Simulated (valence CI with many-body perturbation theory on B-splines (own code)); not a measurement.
**Hf49+: E2, M1 decay**

Calculated by relativistic CI+MBPT: five valence electrons over a frozen Dirac-Fock core [Ar], a basis of 7 s, 7 p, 8 d, 6 f, 4 g, 1 h functions for each j, with the one-electron correlation potential Σ1 (screened to all orders), the two-electron term Σ2, the three-electron term Σ3, Breit, model QED; selected single and double excitations, second order for the rest, scaled by the run's own slope (own B-spline code, finite nucleus).

No measured spectrum was set against this ion. As an estimate, large intervals hold to a few tenths of a per cent, small ones and those within an open d or f shell to about a per cent. Excitations out of the core, of the other parity, are not computed and may begin above about 239 eV (a cautious bound); beyond it only levels of the ground parity were kept, without lifetimes. Only levels of the ground parity were solved; by the run's estimate the other parity begins above the list, which can be wrong where configurations are misplaced.

Lines 51 to 100 of 120 in falling wavelength, among levels below 1930300 cm⁻¹, chosen from the decays that carry over 1 % of a level's rate. Wavelengths and rates use the calculated energies. Electric multipoles are in the length gauge, E1 and E2 with the static RPA response of the core. Weak lines are less certain than strong ones. Lines between different terms over intervals too small for the method are left out, as are lines whose strength nearly cancels. The highest levels of a list are the least certain.

Levels are named by their leading jj configuration (3d3/2^4 stands for four electrons in 3d with j = 3/2), which in mixed levels can hold well under half, so a name can repeat and another be missing. Letters in brackets count levels of one name in rising energy.

| λ vac (nm) | Upper | Lower | Type | A (s⁻¹) | Branch % |
| --- | --- | --- | --- | --- | --- |
| 20.46 | (3d3/2^2 3d5/2^3) J=5/2 [a] | (3d3/2^3 3d5/2^2) J=5/2 [a] | M1 | 4.43e+06 | 90.9 |
| 20.43 | (3d3/2 3d5/2^4) J=7/2 [a] | (3d3/2^2 3d5/2^3) J=5/2 [b] | M1 | 8.32e+05 | 16.0 |
| 20.15 | (3d3/2^3 3d5/2^2) J=7/2 [a] | (3d3/2^4 3d5/2) J=5/2 | M1 | 1.07e+06 | 99.3 |
| 20.15 | (3d3/2 3d5/2^4) J=5/2 [a] | (3d3/2^2 3d5/2^3) J=7/2 [a] | M1 | 1.13e+06 | 15.2 |
| 20.14 | (3d3/2^2 3d5/2^3) J=13/2 | (3d3/2^3 3d5/2^2) J=11/2 | M1 | 3.48e+05 | 99.9 |
| 20.08 | (3d3/2^2 3d5/2^3) J=5/2 [c] | (3d3/2^3 3d5/2^2) J=7/2 [b] | M1 | 1.04e+06 | 31.4 |
| 20.01 | (3d3/2 3d5/2^4) J=9/2 | (3d3/2^2 3d5/2^3) J=7/2 [b] | M1 | 4.96e+05 | 13.6 |
| 19.79 | (3d3/2^2 3d5/2^3) J=1/2 [a] | (3d3/2^3 3d5/2^2) J=3/2 [a] | M1 | 2.12e+06 | 63.8 |
| 19.61 | (3d3/2^3 3d5/2^2) J=3/2 [a] | (3d3/2^4 3d5/2) J=5/2 | M1 | 2.56e+06 | 100.0 |
| 19.46 | (3d3/2 3d5/2^4) J=5/2 [b] | (3d3/2^2 3d5/2^3) J=3/2 [b] | M1 | 9.14e+05 | 22.5 |
| 19.46 | (3d3/2^2 3d5/2^3) J=3/2 [b] | (3d3/2^3 3d5/2^2) J=1/2 | M1 | 1.98e+05 | 15.6 |
| 19.42 | (3d3/2 3d5/2^4) J=3/2 [a] | (3d3/2^2 3d5/2^3) J=5/2 [b] | M1 | 7.94e+05 | 12.2 |
| 19.42 | (3d3/2^2 3d5/2^3) J=3/2 [a] | (3d3/2^3 3d5/2^2) J=3/2 [a] | M1 | 2.25e+06 | 47.3 |
| 19.32 | (3d3/2^2 3d5/2^3) J=7/2 [b] | (3d3/2^3 3d5/2^2) J=5/2 [b] | M1 | 4.88e+04 | 5.2 |
| 19.28 | (3d3/2 3d5/2^4) J=9/2 | (3d3/2^2 3d5/2^3) J=9/2 [b] | M1 | 1.46e+06 | 40.1 |
| 19.07 | (3d3/2 3d5/2^4) J=3/2 [a] | (3d3/2^2 3d5/2^3) J=3/2 [a] | M1 | 2.63e+06 | 40.6 |
| 19.07 | (3d3/2^2 3d5/2^3) J=5/2 [b] | (3d3/2^3 3d5/2^2) J=3/2 [a] | M1 | 3.65e+05 | 14.1 |
| 18.99 | (3d3/2^2 3d5/2^3) J=9/2 [b] | (3d3/2^3 3d5/2^2) J=9/2 | M1 | 1.77e+06 | 56.6 |
| 18.75 | (3d3/2 3d5/2^4) J=11/2 | (3d3/2^2 3d5/2^3) J=13/2 | M1 | 5.95e+05 | 14.5 |
| 18.72 | (3d3/2^2 3d5/2^3) J=5/2 [c] | (3d3/2^3 3d5/2^2) J=5/2 [b] | M1 | 7.59e+04 | 2.3 |
| 18.72 | (3d3/2 3d5/2^4) J=3/2 [a] | (3d3/2^2 3d5/2^3) J=1/2 [a] | M1 | 1.91e+06 | 29.4 |
| 18.58 | (3d3/2^2 3d5/2^3) J=5/2 [b] | (3d3/2^3 3d5/2^2) J=7/2 [a] | M1 | 8.72e+05 | 33.7 |
| 18.53 | (3d3/2^2 3d5/2^3) J=3/2 [b] | (3d3/2^3 3d5/2^2) J=5/2 [b] | M1 | 6.03e+05 | 47.4 |
| 18.36 | (3d3/2 3d5/2^4) J=7/2 [a] | (3d3/2^2 3d5/2^3) J=9/2 [a] | M1 | 1.81e+06 | 34.9 |
| 18.33 | (3d3/2^2 3d5/2^3) J=7/2 [b] | (3d3/2^3 3d5/2^2) J=9/2 | M1 | 5.26e+05 | 56.3 |
| 18.22 | (3d3/2^2 3d5/2^3) J=7/2 [c] | (3d3/2^3 3d5/2^2) J=7/2 [b] | M1 | 6.87e+05 | 39.7 |
| 18.21 | (3d3/2^3 3d5/2^2) J=9/2 | (3d3/2^4 3d5/2) J=5/2 | E2 | 1.36e+02 | 6.3 |
| 18.01 | (3d3/2^2 3d5/2^3) J=7/2 [a] | (3d3/2^3 3d5/2^2) J=5/2 [a] | M1 | 6.52e+05 | 24.5 |
| 17.95 | (3d3/2 3d5/2^4) J=11/2 | (3d3/2^2 3d5/2^3) J=9/2 [a] | M1 | 7.15e+05 | 17.4 |
| 17.86 | (3d3/2^2 3d5/2^3) J=1/2 [b] | (3d3/2^3 3d5/2^2) J=1/2 | M1 | 1.03e+06 | 40.1 |
| 17.77 | (3d3/2 3d5/2^4) J=5/2 [a] | (3d3/2^2 3d5/2^3) J=5/2 [a] | M1 | 5.66e+06 | 76.2 |
| 17.72 | (3d3/2 3d5/2^4) J=7/2 [a] | (3d3/2^2 3d5/2^3) J=7/2 [a] | M1 | 1.48e+06 | 28.4 |
| 17.58 | (3d3/2^2 3d5/2^3) J=9/2 [b] | (3d3/2^3 3d5/2^2) J=11/2 | M1 | 6.21e+05 | 19.9 |
| 17.46 | (3d3/2 3d5/2^4) J=11/2 | (3d3/2^2 3d5/2^3) J=11/2 | M1 | 2.39e+06 | 58.5 |
| 17.33 | (3d3/2^3 3d5/2^2) J=5/2 [b] | (3d3/2^4 3d5/2) J=5/2 | M1 | 2.71e+04 | 37.9 |
| 17.33 | (3d3/2^3 3d5/2^2) J=5/2 [b] | (3d3/2^4 3d5/2) J=5/2 | E2 | 8.04e+02 | 1.1 |
| 17.26 | (3d3/2^2 3d5/2^3) J=9/2 [b] | (3d3/2^3 3d5/2^2) J=7/2 [a] | M1 | 4.56e+05 | 14.6 |
| 17.10 | (3d3/2^2 3d5/2^3) J=7/2 [c] | (3d3/2^3 3d5/2^2) J=5/2 [b] | M1 | 3.25e+05 | 18.8 |
| 16.78 | (3d3/2 3d5/2^4) J=5/2 [b] | (3d3/2^2 3d5/2^3) J=5/2 [b] | M1 | 1.17e+06 | 28.6 |
| 16.71 | (3d3/2^2 3d5/2^3) J=7/2 [b] | (3d3/2^3 3d5/2^2) J=7/2 [a] | M1 | 4.38e+04 | 4.7 |
| 16.64 | (3d3/2^2 3d5/2^3) J=5/2 [c] | (3d3/2^3 3d5/2^2) J=3/2 [a] | M1 | 5.39e+05 | 16.3 |
| 16.59 | (3d3/2^3 3d5/2^2) J=1/2 | (3d3/2^4 3d5/2) J=5/2 | E2 | 4.86e+02 | 2.6 |
| 16.51 | (3d3/2 3d5/2^4) J=5/2 [b] | (3d3/2^2 3d5/2^3) J=3/2 [a] | M1 | 3.39e+05 | 8.3 |
| 16.48 | (3d3/2^2 3d5/2^3) J=3/2 [b] | (3d3/2^3 3d5/2^2) J=3/2 [a] | M1 | 3.68e+05 | 28.9 |
| 16.39 | (3d3/2^2 3d5/2^3) J=3/2 [c] | (3d3/2^3 3d5/2^2) J=3/2 [b] | M1 | 4.46e+05 | 43.3 |
| 16.32 | (3d3/2^2 3d5/2^3) J=7/2 [c] | (3d3/2^3 3d5/2^2) J=9/2 | M1 | 6.81e+05 | 39.3 |
| 16.31 | (3d3/2^3 3d5/2^2) J=7/2 [b] | (3d3/2^4 3d5/2) J=5/2 | M1 | 8.26e+04 | 95.2 |
| 16.26 | (3d3/2^2 3d5/2^3) J=5/2 [c] | (3d3/2^3 3d5/2^2) J=7/2 [a] | M1 | 1.07e+06 | 32.5 |
| 16.26 | (3d3/2 3d5/2^4) J=9/2 | (3d3/2^2 3d5/2^3) J=9/2 [a] | M1 | 5.86e+04 | 1.6 |
| 16.20 | (3d3/2^2 3d5/2^3) J=9/2 [c] | (3d3/2^3 3d5/2^2) J=7/2 [b] | M1 | 7.56e+05 | 76.2 |
